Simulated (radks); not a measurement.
Task: Species: Zn15+. Configuration: [Ne] 3s2 3p3 (the NIST ground configuration). All-electron calculation, scalar-relativistic Kohn-Sham, PBE, spin-polarised, spherical densities, finite nucleus; open shells are filled with parallel spins first; Fermi nuclear charge, rms radius 3.9283 fm. Program: a radial shooting solver on a logarithmic mesh with Libxc functionals. Some entries of the table are withheld. Estimate them.

orbital,occ.,eigenvalue (hartree),<r^2> (bohr^2),r(max) (bohr)
1s up,1,-369.5852,0.003406,0.03291
1s down,1,-369.4825,0.003405,0.03291
2s up,1,-61.73415,0.05928,0.1886
2s down,1,-61.65159,0.05913,0.1887
2p up,3,-56.18384,0.04713,(1)
2p down,3,-56.06532,0.04707,(2)
3s up,1,(3),0.3860,0.5411
3s down,1,(4),0.3896,0.5414
3p up,3,-19.07948,0.3819,0.5296
3p down,0,-18.66036,0.3858,0.5296

Result: 
(1) 2p up r(max) (bohr): 0.1515
(2) 2p down r(max) (bohr): 0.1517
(3) 3s up eigenvalue (hartree): -20.82123
(4) 3s down eigenvalue (hartree): -20.39621
